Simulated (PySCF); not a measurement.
From a computed spectrum to the compound

A species of 10 atoms with charge 3 has these harmonic modes (PBE0, small Gaussian bases with core potentials, PySCF 2.14.0):

```json
{"cm⁻¹": "-21", "km/mol": "–", "symmetry": "a2"}
{"cm⁻¹": "70", "km/mol": "6.3", "symmetry": "e"}
{"cm⁻¹": "70", "km/mol": "6.3", "symmetry": "e"}
{"cm⁻¹": "100", "km/mol": "1.0", "symmetry": "e"}
{"cm⁻¹": "100", "km/mol": "1.0", "symmetry": "e"}
{"cm⁻¹": "114", "km/mol": "0.0", "symmetry": "a1"}
{"cm⁻¹": "426", "km/mol": "0.0", "symmetry": "a1"}
{"cm⁻¹": "435", "km/mol": "16.0", "symmetry": "e"}
{"cm⁻¹": "435", "km/mol": "16.0", "symmetry": "e"}
{"cm⁻¹": "635", "km/mol": "1.0", "symmetry": "a2"}
{"cm⁻¹": "666", "km/mol": "61.3", "symmetry": "e"}
{"cm⁻¹": "666", "km/mol": "61.3", "symmetry": "e"}
{"cm⁻¹": "687", "km/mol": "131.4", "symmetry": "e"}
{"cm⁻¹": "687", "km/mol": "131.4", "symmetry": "e"}
{"cm⁻¹": "704", "km/mol": "1033.8", "symmetry": "a2"}
{"cm⁻¹": "1672", "km/mol": "236.8", "symmetry": "e"}
{"cm⁻¹": "1672", "km/mol": "236.8", "symmetry": "e"}
{"cm⁻¹": "1677", "km/mol": "0.0", "symmetry": "a1"}
{"cm⁻¹": "3550", "km/mol": "824.8", "symmetry": "e"}
{"cm⁻¹": "3550", "km/mol": "824.8", "symmetry": "e"}
{"cm⁻¹": "3570", "km/mol": "0.0", "symmetry": "a1"}
{"cm⁻¹": "3579", "km/mol": "183.4", "symmetry": "a2"}
{"cm⁻¹": "3583", "km/mol": "647.8", "symmetry": "e"}
{"cm⁻¹": "3583", "km/mol": "647.8", "symmetry": "e"}
```

Problem. Which species is it, and in which structure?

Solution. [Lu(H2O)3]3+ (singlet in the valence; each metal's 4f electrons, 14 of them, lie in its core potential, out of spins and levels):
```xyz
10

Lu    0.0000    0.0000    0.0000
O     2.1871    0.0000    0.0000
H     2.8040   -0.7227    0.2766
H     2.8040    0.7227   -0.2766
O    -1.0935    1.8941    0.0000
H    -0.7761    2.7897    0.2766
H    -2.0278    2.0670   -0.2766
O    -1.0936   -1.8941    0.0000
H    -2.0279   -2.0670    0.2766
H    -0.7762   -2.7897   -0.2766
```
 Negative wavenumbers this small are taken as noise. An lcecp potential fixes the number of 4f electrons, so in runs with it no electron can move into or out of that shell.
 The answer isn't unique; the calculation gave this one.
